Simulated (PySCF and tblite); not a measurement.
The numbers below are computed, except where a source is named.
C₁₀H₁₆, numbered as in [CH3:1][CH:2]([CH3:3])[C:4]1=[CH:5][C@H:6]2[CH2:7][CH2:8][C@@H:9]1[CH2:10]2.

Level: PBE0-D3(BJ)/pcSseg-1//GFN2-xTB, thermal terms from GFN2-xTB, symmetry numbers and mirror pairs counted. Conformers within 3 kcal/mol (GFN2-xTB free energy) were kept, 7 at most. GIAO shieldings: PBE0/pcSseg-1. Shifts are against TMS (¹H), TMS (¹³C) at the same level; of two unlike H on one atom, a is the less shielded. (PySCF 2.14, tblite 0.8.)

Problem. List the conformer-averaged shifts at 298.15 K.

Solution. ¹H: 5.86 (H5, 1H), 2.69 (H6, 1H), 2.61 (H9, 1H), 2.32 (H2, 1H), 1.78 (H7a, 1H), 1.72 (H8a, 1H), 1.43 (H10a, 1H), 1.13 (H7b, 1H), 1.11 (H3, 3H), 1.06 (H1, 3H), 1.06 (H8b, 1H), 1.06 (H10b, 1H) ppm. ¹³C: 166.2 (C4), 132.6 (C5), 52.5 (C10), 48.9 (C9), 45.4 (C6), 33.5 (C2), 29.3 (C7), 27.4 (C8), 23.7 (C3), 23.3 (C1) ppm.

Problem. How do the conformers differ?

Solution. Torsions listed: C1–C2–C4–C9. The 5-ring runs over atoms 4–5–6–10–9. The 5-ring runs over atoms 6–7–8–9–10.
```csv
conformer,shape,weight %
1,"5-ring envelope (ring torsions 34, -50, 50, -34, 0°); 5-ring envelope (ring torsions 0, 36, -58, 58, -37°); 160°",56.1
2,"5-ring envelope (ring torsions 34, -50, 51, -34, 0°); 5-ring envelope (ring torsions 0, 37, -58, 58, -36°); 64°",43.9
```

```csv
signal,1,2,average
H1,1.09,1.03,1.06
H2,2.21,2.46,2.32
H3,1.11,1.10,1.11
H5,5.84,5.88,5.86
H6,2.69,2.70,2.69
H7a,1.78,1.77,1.78
H7b,1.14,1.12,1.13
H8a,1.71,1.72,1.72
H8b,1.04,1.09,1.06
H9,2.62,2.61,2.61
H10a,1.39,1.47,1.43
H10b,1.05,1.07,1.06
C1,22.6,24.2,23.3
C2,32.3,35.1,33.5
C3,25.2,21.9,23.7
C4,166.7,165.6,166.2
C5,132.1,133.4,132.6
C6,45.3,45.6,45.4
C7,29.4,29.3,29.3
C8,27.2,27.7,27.4
C9,48.4,49.7,48.9
C10,52.0,53.1,52.5
```

Shifts are unscaled: against experiment ¹³C can be off by 15 ppm or more and ¹H by 0.8 ppm.
